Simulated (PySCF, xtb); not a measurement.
B(I)(Me)2 (C2H6BI), SMILES CB(I)C.

Harmonic wavenumbers (cm⁻¹) from GFN2-xTB (xtb) at its own minimum, in rising order: 50, 63, 243, 255, 312, 491, 705, 822, 865, 882, 1065, 1147, 1390, 1396, 1472, 1476, 1485, 1488, 2972, 2975, 3011, 3014, 3028, 3031.

Task: What does PBE-D3(BJ)/def2-SVP in PySCF 2.14.0 give at its own minimum? (Estimate from the structure and the level; the computed values follow.)

Result: 67, 111, 242, 253, 331, 442, 644, 798, 807, 833, 1013, 1131, 1253, 1286, 1359, 1359, 1384, 1389, 2949, 2951, 3028, 3029, 3089, 3090. Paired by order, the mean absolute difference is 53 cm⁻¹ and the zero-point energies are 48.1 and 46.9 kcal/mol.
